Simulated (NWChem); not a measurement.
ZnHOCl; SMILES [OH][Zn][Cl]

```xyz
4

Zn    -0.2365     0.3234     0.0000
Cl     0.1143    -1.7396     0.0000
O     -0.6878     2.0134     0.0000
H      0.0519     2.6383     0.0000
```
Atoms are numbered in this order, from 1.

Computed with NWChem. All runs use the structure optimised with B3LYP/6-31G* (spherical d). GIAO values for the isolated, static molecule; σ is the absolute isotropic shielding, δ = σ(reference) − σ with the isolated reference molecule computed at the same levels (1H: tetramethylsilane, 17O: water).

Question: Predict the results for KT2/pcSseg-1. Quantities: σ Zn1 (ppm); σ Cl2 (ppm); δ O3 (ppm); δ H4 (ppm).

Answer: 
- σ Zn1 (ppm): 1628.5
- σ Cl2 (ppm): 1046.9
- δ O3 (ppm): 3.8
- δ H4 (ppm): 1.12
